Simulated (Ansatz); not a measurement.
Reaction (redistribution): `[SiH3][AlH][PH2]` + `C[SiH](O)[SnH3]` → `[SiH3][AlH][SnH3]` + `C[SiH](O)P`

Program: Ansatz. Geometries: PBE0-D4/def2-TZVP. ΔE: electronic, gas phase. CBS: MP2 limit from def2 TZ/QZ plus the TZ coupled-cluster correction, frozen cores. DFT in def2-TZVPP. def2 core potentials past Kr. For Sn outer-core shells are correlated without core-valence functions, which leaves a few kJ/mol of doubt a bond. One conformer a species, not always the lowest.

```
         level  ΔE (kJ/mol)
        PBE-D4          2.1
     r2SCAN-D4          1.6
        B2PLYP          1.2
MP2/def2-TZVPP          1.2
```

Task: What does CCSD(T)/CBS give? (An estimate is asked.)

Result: The calculation gave: +1.0 kJ/mol. The listed levels differ from it by 1.1, 0.6, 0.2, 0.2 kJ/mol.

Largest T1 diagnostic among the species: 0.014.

In def2-TZVPP, CCSD(T) changes the Hartree–Fock value by +3.1 kJ/mol (the triples alone add +0.6 kJ/mol) and MP2 by +3.6 kJ/mol.
